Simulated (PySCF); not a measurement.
Relaxation of singlet TiO2

Level of theory: B3LYP in PySCF with Ti def2-TZVP, O def2-TZVP; no relativity; density-fitted integrals. A (50,194) grid was used.

A hand-made bent start, of C2v symmetry, held to at least that symmetry:

```xyz
3
charge 0 multiplicity 1, angstrom
Ti    0.0000    0.0000   -0.3994
O     1.4253    0.0000    0.5986
O    -1.4253    0.0000    0.5986
```

(1) What forces act on the atoms at the start (eV/Å)?

(2) What does it relax to?

(3) How much energy is released, and in how many steps?

Results:

(1) 
```tsv
atom	Fx	Fy	Fz
Ti1	0.00	0.00	4.94
O2	-3.05	0.00	-2.47
O3	3.05	0.00	-2.47
```

(2) It ends at C2v with Ti–O 1.641 Å (×2); O–Ti–O 112.0° (after a last refinement on a finer grid). A frequency run shows a minimum.

(3) 41.6 kJ/mol in 3 steps.

The relaxation took 5.5 s on 2 threads of a shared Arm Neoverse V1 host, with 107 basis functions and 4 gradients; the process peaked at 0.57 GiB.
